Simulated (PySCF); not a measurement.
# How methods differ on the ionisation energy of Tb²⁷⁺

Tb²⁷⁺ [Kr] 4d2 (3F) → Tb²⁸⁺ [Kr] 4d1 (2D), as a difference of total energies. Computed with PySCF 2.14 in an even-tempered Gaussian basis (19 s from 2 bohr⁻², ratio 2.5; 14 p from 2.6 bohr⁻², ratio 2.5; 9 d from 2.6 bohr⁻², ratio 2.5; 4 f from 11 bohr⁻², ratio 2.7; 3 g from 16 bohr⁻², ratio 2.7), with the spin-free X2C one-electron Hamiltonian (Gaussian nucleus). Correlated levels: outer shells: [Ar] 3d10 frozen; virtual orbitals above 40 to 60 times the deepest correlated orbital energy dropped. The calculations carry no spin-orbit coupling.

```tsv
method	ionisation energy (eV)
UHF	950.15
MP2 (outer shells)	950.22
SCS-MP2 (outer shells)	950.20
CCSD (outer shells)	950.23
CCSD(T) (outer shells)	950.23
```

Spin-orbit coupling is strong in these open shells (close to jj coupling). The scalar numbers leave it out and a first-order estimate fails, so it can dominate the gap to the real levels.

Breit and QED terms and the two-electron picture change are absent.

For comparison: 954 ± 4 eV (theoretical estimate listed by NIST; NIST Atomic Spectra Database, ionization energies).
